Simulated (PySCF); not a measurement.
SMILES c1c(C(F)(F)F)cccc1F (C7H4F4) (GFN2-xTB optimised geometry):

```
15

F     -1.789    -2.267     0.004
C     -1.143    -1.091     0.000
C     -1.879     0.082    -0.004
C     -1.207     1.292    -0.008
C      0.177     1.326    -0.008
C      0.892     0.135     0.000
C      2.395     0.172    -0.032
F      2.899     1.230     0.621
F      2.956    -0.917     0.510
F      2.867     0.251    -1.292
C      0.240    -1.091     0.000
H     -2.956     0.035    -0.004
H     -1.765     2.215    -0.012
H      0.704     2.267    -0.009
H      0.787    -2.021     0.006
```

Computed with CAM-B3LYP/def2-TZVP run with PySCF.

What are the frontier orbital energies and the dipole moment?

HOMO-2 -11.90 eV, HOMO-1 -9.50 eV, HOMO -9.01 eV, LUMO -0.19 eV, LUMO+1 0.34 eV; dipole moment 2.51 D.

Meta-Löwdin charges at CAM-B3LYP/def2-TZVP: F1 -0.27, C2 0.31, C3 -0.14, C4 -0.10, C5 -0.12, C6 -0.03, C7 0.79, F8 -0.28, F9 -0.28, F10 -0.28, C11 -0.15, H12 0.14, H13 0.13, H14 0.14, H15 0.15.
